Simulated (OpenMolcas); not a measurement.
Mn4+ (d3) on a cation site of an ionic host was computed by SS-CASPT2, IPEA 0.25 Eh, imaginary shift 0.1 Eh with the d shell active (OpenMolcas, ANO-RCC-VTZP on the metal). Its lowest spin-free states, and all those of the highest spin:

```tsv
2S+1	Degeneracy	E (cm-1)
4	1	0
2	2	13890
2	3	14500
2	3	22460
4	3	26060
4	3	33540
2	1	34500
2	3	37670
2	3	39230
2	2	39930
2	3	43750
2	1	50380
4	3	54470
```

Task: Is the site octahedral, tetrahedral or cube-like, axial, or of lower symmetry?

Result: The states with 2S+1 = 4 have orbital degeneracies 1, 3, 3, 3. Threefold states need a cubic site. For d3 at this spin an octahedron puts the single A2 below the threefold T2 and a tetrahedron or cube puts the threefold T1 below the threefold T2, so the site is octahedral. The first gap at this spin, 26100 cm-1, is |10Dq| in ligand-field theory. The run had Mn4+ with its 6 nearest fluoride ions at 1.827 Å, on the Ge site of Cs2GeF6 (a = 9.021 Å, distance in the model lattice 1.804 Å). The rest of the host is ab initio model potentials to 7.6 Å and point charges beyond; the distance is set by hand and nothing relaxes. Ligand basis ANO-RCC-VDZP.

Roots that are degenerate in the reference are averaged as groups; the widest CASPT2 spread within a group is 270 cm-1 (the 3-fold group of multiplicity 2 near 63900 cm-1 above the lowest state of its run). Shifts and gaps below about the spread of the groups concerned are not significant. Over all roots computed the reference weight is 0.68 to 0.70; a low but even weight reflects the number of correlated electrons. The least metal-like active orbital is 80 % on the metal (Löwdin) and no ligand orbital is active, so the numbers are rough. Ligand-to-metal charge-transfer states are missing. With no ligand orbital active B as a rule stays too high, so bands that hang on it stand too high and its fall with covalency is understated. With one d shell and no ligand orbital active, 10Dq can be off by a tenth or more. No measured value stands beside these numbers; the geometry was set by hand and not optimised.
